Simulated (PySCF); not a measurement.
```xyz
3
charge -1 multiplicity 1, angstrom
Na    0.0000    0.0000    0.0000
I     0.0000    0.0000    2.8683
I     0.0000    0.0000   -2.8683
```

These are results of PBE0 in PySCF with Na def2-TZVPD, I def2-TZVPD with ECP28; scalar-relativistic core potentials, no spin–orbit coupling; density-fitted integrals, not measurements.

This geometry of [NaI2]- is a stationary point at this level.

**Question.** What is the point group?

**Answer.** D∞h.

**Question.** Is it a minimum?

**Answer.** Yes: all harmonic wavenumbers are real.

**Question.** List the harmonic modes with their infrared intensities.

**Answer.** 
```json
{"symmetry": "πu", "ω (cm⁻¹)": "75", "IR (km/mol, summed over degenerate members)": "30.6"}
{"symmetry": "σg+", "ω (cm⁻¹)": "80", "IR (km/mol, summed over degenerate members)": "0.0"}
{"symmetry": "σu+", "ω (cm⁻¹)": "261", "IR (km/mol, summed over degenerate members)": "64.3"}
```

**Question.** What are the dipole moment and the gap between the highest occupied and lowest empty levels?

**Answer.** 0.00 D about the centre of mass and 5.28 eV.

**Question.** Give the atomic charges and bond orders.

**Answer.** 
| atom | Mulliken | Löwdin | polar tensor | Mayer order to Na1 |
| --- | --- | --- | --- | --- |
| Na1 | 0.31 | -0.11 | 0.69 | – |
| I2,3 | -0.65 | -0.45 | -0.85 | 0.55 |

In D∞h the vibrations span πu + σg+ + σu+. The σg+ mode carries no infrared intensity, as symmetry demands. With a centre of inversion only u modes can be infrared active and only g modes Raman active.

This need not be the most stable arrangement of these atoms. The lowest empty level of this anion is unbound, so it and the gap depend on the basis.
